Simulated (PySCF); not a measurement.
Bond length, frequency and bond energy of KSb by level of theory

State: ³Σ⁻ (triplet), unpaired electrons π ↑↑. Set-up: PySCF, scalar-relativistic core potentials, basis sets K def2-SVP, Sb def2-SVP with ECP28. De refers to K + Sb in their high-spin ground configurations, without counterpoise correction. The functionals are run spin-unrestricted. A positive dipole means K(−)Sb(+). Levels whose curve was spin-contaminated or gave no clean fit are not listed.

| Level | Re (Å) | ωe (cm⁻¹) | De (eV) | μ (D) |
| --- | --- | --- | --- | --- |
| UHF | 3.447 | 129 | 0.230 | -10.71 |
| UHF-CCSD | 3.428 | 131 | 0.68 | n/a |
| UHF-CCSD(T) | 3.430 | 132 | 0.72 | n/a |
| LDA | 3.272 | 147 | 1.48 | -7.90 |
| PBE | 3.360 | 135 | 1.20 | -7.99 |
| revPBE | 3.398 | 130 | 1.10 | -8.18 |
| r²SCAN | 3.368 | 138 | 1.17 | -9.36 |
| M06-L | 3.383 | 142 | 1.60 | -10.70 |
| PBE0 | 3.341 | 141 | 1.13 | -9.16 |

(1) Which functional lies closest to UHF-CCSD(T) in De, which farthest, and by how much do they differ from it?

(2) What does a quarter of exact exchange do here, going from PBE to PBE0?

(3) What does the gradient correction do here, going from LDA to PBE?

Correlated steps freeze 9 core orbitals. Correlated levels converge slowly with the basis: in double zeta they bind strong bonds too weakly, by up to about 1 eV, and carry superposition errors of some tenths. These are scalar-relativistic numbers at best; spin–orbit coupling would shift them, the dissociation energy most. The state is the lowest determinant that a PBE0 search found; another state may lie lower at other levels.

The whole job (state search and all levels along the bond) took about 3.1 min on 1 thread of Arm Neoverse V1 (shared host), peak memory 0.58 GiB.

Answers

(1) Closest is revPBE (-3.2 pm in Re, -1.5 % in ωe, +0.38 eV in De against UHF-CCSD(T) in the same basis), farthest M06-L (-4.7 pm in Re, +7.6 % in ωe, +0.88 eV in De). CCSD(T) converges more slowly with the basis than the functionals do and binds too weakly in this one, so the order can change at the basis-set limit.

(2) PBE0 less PBE: -1.9 pm in Re, +4.4 % in ωe, -0.07 eV in De. Exact exchange removes part of the self-interaction that spreads semilocal densities, and in most molecules shortens and stiffens the bond and lowers De; so it does here.

(3) PBE less LDA: +8.8 pm in Re, -8.2 % in ωe, -0.28 eV in De. The gradient correction favours the more uneven density of free atoms, so it tends to lengthen bonds and takes away much of the overbinding of LDA; so it does here.
